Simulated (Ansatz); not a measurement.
Reaction (ligand exchange at a Zr–I bond): `[OH][Zr]([OH])([OH])[I]` + HBr → `[OH][Zr]([OH])([OH])[Br]` + HI

Computed with Ansatz on PBE0-D4/def2-TZVP structures; ΔE is electronic, products minus reactants. CCSD(T)/CBS adds triple-zeta CCSD(T) − MP2 to the extrapolated MP2 energy (def2 sets, frozen cores). Functionals use def2-TZVPP. Elements past krypton have def2 core potentials. For Br, I, Zr outer-core shells are correlated without core-valence functions, which leaves a few kJ/mol of doubt a bond. Scalar relativity is left out up to krypton. One conformer a species, not always the lowest.

(1) Is it downhill or uphill in electronic energy at CCSD(T)/CBS, and by how much? (An estimate is asked.)

(2) What do these levels give: B97M-V, r2SCANh-D4, BHLYP-D4, PBE, CAM-B3LYP, CCSD/CBS(def2)? (Best estimate.)

Largest T1 diagnostic among the species: 0.015.

Results:

(1) Computed: Downhill: ΔE = -8.8 kJ/mol.

(2) The calculation gave: B97M-V -15.5, r2SCANh-D4 -9.8, BHLYP-D4 -10.0, PBE -10.1, CAM-B3LYP -14.0, CCSD/CBS(def2) -10.3 kJ/mol.

In def2-TZVPP, CCSD(T) changes the Hartree–Fock value by +3.3 kJ/mol (the triples alone add +1.5 kJ/mol) and MP2 by +8.4 kJ/mol. Leaving LDA and LC-ωPBE aside and taking each functional with its dispersion term where it has one, the values, not all of them listed here, spread over 8.4 kJ/mol, from B97M-V to PBE-QIDH.
